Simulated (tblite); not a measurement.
C9H16O.
SMILES with atom numbers: `[OH:1][CH2:2][C@H:3]1[CH2:4][C:5]12[CH2:6][CH2:7][CH2:8][CH2:9][CH2:10]2` (hydrogens: H11 on O1; H12, H13 on C2; H14 on C3; H15, H16 on C4; H17, H18 on C6; H19, H20 on C7; H21, H22 on C8; H23, H24 on C9; H25, H26 on C10)

Computed with GFN2-xTB (tblite), gas phase: L-BFGS steps from a force-field or distance-geometry start until the largest atomic force falls under 0.01 eV/Å.

At the end of the run (lengths in Å): C3–C5 1.505, C2–C3 1.511, C2–H13 1.099, O1–C2 1.412, C4–C5 1.502, C3–C4 1.506, C4–H16 1.081, O1–C2–C3 111.6°, C4–C5–C6 119.9°, C7–C8–C9 110.4°, C6–C5–C10 111.2°, O1–C2–C3–C4 87°, C2–C3–C4–C5 114°, C3–C4–C5–C6 -111°, H17–C6–C5–C4 -83°, H25–C10–C5–C4 -35°.

Question: These geometries were met on the way; a selection of coordinates is given. Order them by energy above the end point, lowest first.
A. C3–C5 1.503, C2–C3 1.511, C2–H13 1.099, O1–C2 1.411, C4–C5 1.503, C3–C4 1.505, C4–H16 1.081, O1–C2–C3 110.8°, C4–C5–C6 119.1°, C7–C8–C9 111.0°, C6–C5–C10 111.6°, O1–C2–C3–C4 87°, C2–C3–C4–C5 115°, C3–C4–C5–C6 -112°, H17–C6–C5–C4 -80°, H25–C10–C5–C4 -39°
B. C3–C5 1.532, C2–C3 1.484, C2–H13 1.073, O1–C2 1.436, C4–C5 1.521, C3–C4 1.524, C4–H16 1.064, O1–C2–C3 108.2°, C4–C5–C6 117.3°, C7–C8–C9 111.9°, C6–C5–C10 112.6°, O1–C2–C3–C4 90°, C2–C3–C4–C5 113°, C3–C4–C5–C6 -112°, H17–C6–C5–C4 -79°, H25–C10–C5–C4 -39°
C. C3–C5 1.503, C2–C3 1.510, C2–H13 1.099, O1–C2 1.412, C4–C5 1.503, C3–C4 1.508, C4–H16 1.079, O1–C2–C3 110.5°, C4–C5–C6 119.2°, C7–C8–C9 111.2°, C6–C5–C10 111.8°, O1–C2–C3–C4 87°, C2–C3–C4–C5 115°, C3–C4–C5–C6 -111°, H17–C6–C5–C4 -80°, H25–C10–C5–C4 -38°
D. C3–C5 1.499, C2–C3 1.508, C2–H13 1.095, O1–C2 1.417, C4–C5 1.498, C3–C4 1.495, C4–H16 1.090, O1–C2–C3 109.2°, C4–C5–C6 118.5°, C7–C8–C9 111.6°, C6–C5–C10 111.9°, O1–C2–C3–C4 88°, C2–C3–C4–C5 114°, C3–C4–C5–C6 -112°, H17–C6–C5–C4 -79°, H25–C10–C5–C4 -39°
E. C3–C5 1.504, C2–C3 1.509, C2–H13 1.099, O1–C2 1.410, C4–C5 1.507, C3–C4 1.508, C4–H16 1.079, O1–C2–C3 109.9°, C4–C5–C6 118.6°, C7–C8–C9 111.4°, C6–C5–C10 112.1°, O1–C2–C3–C4 87°, C2–C3–C4–C5 115°, C3–C4–C5–C6 -112°, H17–C6–C5–C4 -79°, H25–C10–C5–C4 -39°

Answer: A (0.009 eV), C (0.017 eV), E (0.029 eV), D (0.049 eV), B (0.114 eV).

```
step  E above end (eV)  rms distance from the end, all atoms (Å)  largest force (eV/Å)  rms shift of all bonds from the end (Å)
   9             0.009                                     0.046                 0.073                                    0.001
   5             0.017                                     0.051                 0.173                                    0.001
   3             0.029                                     0.054                 0.225                                    0.002
   1             0.049                                     0.057                 0.538                                    0.005
   0             0.114                                     0.058                 1.704                                    0.013
```

Rows stand in the order of the answer.
